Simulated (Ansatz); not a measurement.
System: CH₆NSi, charge 0, multiplicity 2. It need not be the lowest isomer of its formula. SMILES: C[N][SiH3]
Structure (B3LYP-D3(BJ)/def2-TZVP (Ansatz, a first-principles code) minimum search):
```
N
C 1 1.4246
H 2 1.0947 1 110.93
H 2 1.0988 3 109.66 1 -128.79
H 2 1.1030 3 105.67 4 -114.56
Si 1 1.7408 2 123.33 3 -152.23
H 6 1.4802 1 108.01 2 136.82
H 6 1.4846 7 109.10 1 -116.41
H 6 1.4896 7 109.36 8 -119.12
```
Charge 0, spin multiplicity 2.

Wanted: atomisation energy (electronic, to ground-state atoms), in kJ/mol. Valence correlation only, unless marked. Open shells are spin-unrestricted. No spin-orbit coupling. No relativistic terms. The coupled-cluster limit lacks core correlation, which all-electron functionals hold. CBS marks a two-point X^-3 extrapolation of the correlation energy; Hartree-Fock from the larger set.

```csv
level,program,atomisation energy (kJ/mol)
B3LYP-D4/def2-TZVPD,Ansatz + dftd4,2923.7
BHLYP-D3(BJ)/def2-TZVPD,Ansatz + dftd3,2862.4
```

Q: Estimate the value at CCSD(T)/CBS(aug-cc-pV(T+d)Z,aug-cc-pV(Q+d)Z) as computed with Ansatz.

A: 2893.0 kJ/mol, so BHLYP-D3(BJ)/def2-TZVPD differs from it by -30.6 kJ/mol.
